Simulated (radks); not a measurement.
The chromium ion Cr22+, [He]. Method: non-relativistic Kohn-Sham, exchange-only LDA, spin-polarised, spherical densities, point nucleus; computed with a radial shooting solver on a logarithmic mesh with Libxc functionals. Every spin shell is full or empty, so the densities are truly spherical. Functionals are evaluated on that one density, not self-consistently. Rank these orbital-free kinetic functionals by their error against the exact value of the orbitals, and give that value: Thomas-Fermi, von Weizsacker, TF + vW, TF + vW/9, LC94, APBEK, revAPBEK, Perdew 92, Thakkar, Pearson, LKT, Ernzerhof.

Answer. Exact: 559.015 hartree. From best to worst, with 100 (|E| - |E exact|)/|E exact| (equal figures are ties): von Weizsacker 0.00, APBEK +2.07, LC94 +2.22, Pearson -2.35, Thakkar +2.42, TF + vW/9 +2.73, Perdew 92 +2.75, revAPBEK +2.96, Ernzerhof +6.66, Thomas-Fermi -8.38, LKT +62.57, TF + vW +91.62.
